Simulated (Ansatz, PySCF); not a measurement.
CH5GaO2, SMILES [CH3][Ga]([OH])[OH]. Atoms are numbered in the order given.

```xyz
9

Ga     0.0025     0.0008     0.0018
C     -1.3708    -1.3965    -0.0568
H     -0.9732    -2.3050    -0.5346
H     -2.2324    -1.0368    -0.6371
H     -1.7050    -1.6590     0.9584
O     -0.2144     1.5268    -0.9069
H      0.5281     2.1367    -0.8045
O      1.5636    -0.0219     0.8942
H      1.7355    -0.8223     1.4053
```

Coordinates come from a B3LYP-D3(BJ)/def2-SVP optimisation. The structure was generated by enumeration; whether it is a known compound was not checked. Other conformers were not sampled.

Vertical ionisation energy (IE) and electron affinity (EA) in eV. Rows of orbital energies are one-electron estimates. Where ΔSCF, EOM or ADC give a negative EA the extra electron is unbound and the value depends on the basis.

| level | IE | EA |
|---|---|---|
| −ε(HOMO), −ε(LUMO), r2SCAN/def2-TZVP (PySCF) | 7.12 | 0.66 |
| −ε(HOMO), −ε(LUMO), PBE/def2-TZVP (PySCF) | 6.75 | 1.10 |
| ΔSCF, PBE0/def2-SVPD (Ansatz), final states of multiplicity 2 and 2 | 10.75 | -0.50 |
| ΔSCF, PBE/def2-SVPD (Ansatz), final states of multiplicity 2 and 2 | 10.27 | -0.35 |

Q: What vertical singlet–triplet gap does ΔSCF give with PBE0/def2-SVPD (Ansatz, an electronic-structure program) and with PBE/def2-SVPD (Ansatz)? (The exact figures need the calculation; the answer reports its results.)

A: 6.31 and 5.65 eV (triplet above singlet where positive).
